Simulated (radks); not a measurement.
Species: Re I. Configuration: [Xe] 4f14 5d5 6s2 (the NIST ground configuration). Method: scalar-relativistic Kohn-Sham, B86b exchange with PBE correlation, spin-unpolarised, spherical densities, finite nucleus; Fermi nuclear charge, rms radius 5.3698 fm; computed with a radial shooting solver on a logarithmic mesh with Libxc functionals.

Radial electron density D(r) = 4 pi r^2 rho(r):

```
   r/bohr * D(r) (the largest magnitude, 138, reaches the edge; | marks zero)
0.0007831 | *
 0.000919 |  *
 0.001078 |   *
 0.001266 |    *
 0.001485 |     *
 0.001743 |      *
 0.002045 |        *
 0.002419 |           *
 0.002839 |             *
 0.003332 |                *
  0.00391 |                    *
 0.004588 |                       *
 0.005385 |                           *
 0.006319 |                               *
 0.007415 |                                   *
 0.008702 |                                     *
  0.01021 |                                       *
  0.01198 |                                        *
  0.01406 |                                        *
   0.0165 |                                      *
  0.01937 |                                     *
  0.02273 |                                   *
  0.02667 |                                    *
  0.03155 |                                       *
  0.03702 |                                            *
  0.04345 |                                                  *
  0.05099 |                                                      *
  0.05983 |                                                      *
  0.07021 |                                                  *
   0.0824 |                                             *
  0.09669 |                                          *
   0.1135 |                                           *
   0.1332 |                                               *
   0.1563 |                                                  *
   0.1834 |                                              *
   0.2152 |                                    *
   0.2525 |                            *
   0.2963 |                         *
   0.3478 |                            *
   0.4114 |                               *
   0.4828 |                            *
   0.5665 |                     *
   0.6648 |              *
   0.7802 |         *
   0.9156 |       *
    1.074 |     *
    1.261 |    *
     1.48 |  *
    1.736 | *
    2.038 |*
    2.391 |*
    2.806 |*
    3.293 *
    3.864 *
    4.535 *
    5.364 *
    6.295 *
    7.387 *
    8.669 *
    10.17 *
```

D(r) has 4 maxima, at r = 0.0122, 0.0557, 0.155, 0.408 bohr, and minima at 0.0235, 0.0998, 0.289 bohr, inside which lie 1.90, 11.03, 29.92 electrons.
